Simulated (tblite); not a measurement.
C3H13NSSi2.
Bonds: C1–C2, C2–C3, C3–S4, S4–Si5, Si5–N6, N6–Si7. Hydrogens: H8, H9, H10 on C1; H11, H12 on C2; H13, H14 on C3; H15, H16 on Si5; H17 on N6; H18, H19, H20 on Si7.

Computed geometry: GFN2-xTB, gas phase.

Question: List the bond lengths, angles and torsions at this level.

Answer: 
| bond | length (Å) | order |
| --- | --- | --- |
| C1–C2 | 1.524 | single |
| C2–C3 | 1.519 | single |
| C3–S4 | 1.824 | single |
| S4–Si5 | 2.140 | single |
| Si5–N6 | 1.715 | single |
| N6–Si7 | 1.732 | single |
| C1–H8, C1–H9, C1–H10 | 1.087 | single |
| C2–H11, C2–H12 | 1.092 | single |
| C3–H13, C3–H14 | 1.090 | single |
| Si5–H15, Si5–H16 | 1.463 | single |
| N6–H17 | 1.007 | single |
| Si7–H18, Si7–H19, Si7–H20 | 1.462 | single |

Bonds in one row agree within 0.01 Å and their mean is given. Orders are formal, as drawn. A selection of angles:
| angle | degrees |
| --- | --- |
| C2–C1–H8 | 110.3 |
| C2–C1–H9 | 110.6 |
| H8–C1–H9 | 108.5 |
| H8–C1–H10 | 108.5 |
| C1–C2–C3 | 111.2 |
| C1–C2–H11 | 109.8 |
| C3–C2–H11 | 108.8 |
| H11–C2–H12 | 107.9 |
| C2–C3–S4 | 112.7 |
| C2–C3–H13 | 111.4 |
| S4–C3–H13 | 108.0 |
| S4–C3–H14 | 105.0 |
| H13–C3–H14 | 108.9 |
| C3–S4–Si5 | 101.0 |
| S4–Si5–N6 | 104.2 |
| S4–Si5–H15 | 107.9 |
| S4–Si5–H16 | 110.4 |
| N6–Si5–H15 | 111.9 |
| H15–Si5–H16 | 110.6 |
| Si5–N6–Si7 | 127.4 |
| Si5–N6–H17 | 115.7 |
| Si7–N6–H17 | 116.3 |
| N6–Si7–H18 | 105.8 |
| N6–Si7–H19 | 110.8 |
| H18–Si7–H19 | 111.1 |
| H18–Si7–H20 | 113.1 |
| H19–Si7–H20 | 109.6 |

Torsions: C1–C2–C3–S4 175° (antiperiplanar); C2–C3–S4–Si5 72° (synclinal); C3–S4–Si5–N6 164° (antiperiplanar); S4–Si5–N6–Si7 170° (antiperiplanar). The mirror-image conformer, all signs reversed, is as good.

Si7 (SiH3 silicon) is distorted tetrahedral (angles from 105.8° to 113.1°). N6 (nitrogen bridging silicon atoms) is planar (angles 127.4°, 116.3° and 115.7°, sum 359.3°, 0.07 Å off the plane of its three neighbours). Of the pairs four or more bonds apart, Si5···H12 is among the closest relative to their van der Waals radii: 3.03 Å, 92 % of the sum of Bondi's values. Si5 (SiH2 silicon) is distorted tetrahedral (angles from 104.2° to 111.9°). S4 (sulfur bonded to C and Si) is bent (angle 101.0°).

Point group: C1 (no symmetry element, even within 0.4 Å). Its GFN2-xTB frequencies are all real (lowest 24 cm⁻¹). The numbers are those of one conformer.
